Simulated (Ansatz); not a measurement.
# One step, several reactants

1,1-elimination, with the halogen changed down its group and all else kept; in the first member these bonds form or tighten: F–H; these break or loosen: Al–F, Al–H.

Gas-phase electronic energies, without zero-point energy, by CCSD(T) at an estimated basis limit (MP2 extrapolated from triple and quadruple zeta, plus CCSD(T) − MP2 in triple zeta); Ansatz 0.2.0, def2-TZVPP and QZVPP, frozen cores, on PBE0-D4/def2-TZVP structures. Extrapolation: Hartree–Fock as exp(−7.88 √X), correlation as X^−2.97. All energies, in kcal/mol, count from the reactant; the end structure is reached by relaxing down from the saddle. Brackets give SMILES, or, where every atom is bracketed, only which atoms are joined. Steps whose reference was doubtful or whose search ended elsewhere are left out.

| reactants | products | saddle | end structure | saddle by PBE-D4/TZ |
| --- | --- | --- | --- | --- |
| AlH₂OF ([OH][AlH][F]) | AlHO ([OH][Al]) + HF | 79.71 | 56.69 | 66.93 |
| AlH₂ClO ([OH][AlH][Cl]) | AlHO ([OH][Al]) + HCl | ? | 52.87 | 60.73 |
| AlH₂BrO ([OH][AlH][Br]) | AlHO ([OH][Al]) + HBr | 69.09 | 53.12 | 56.51 |

What is the height of the saddle for AlH₂ClO ([OH][AlH][Cl])? (To be estimated.)

The calculation gives: 73.25 kcal/mol relative to the reactant, between the members at 69.09 and 79.71.

How do the PBE-D4 saddles lie against the coupled-cluster estimate?

All lower, by 12.52 to 12.78 kcal/mol.

T1 diagnostic: at most 0.017. The restricted Hartree–Fock reference is unstable towards an unrestricted one at one or more of these structures. The filled d shells of Br are correlated in sets not built for that, so values that involve them are less sure.

For scale, one of the runs: CCSD(T)/def2-TZVPP, 149 basis functions (an equivalent command: `ansatz run in.yaml --threads 2`). The run took 21 s on 2 CPU threads (shared host), with 0.95 GiB of host memory at its peak.
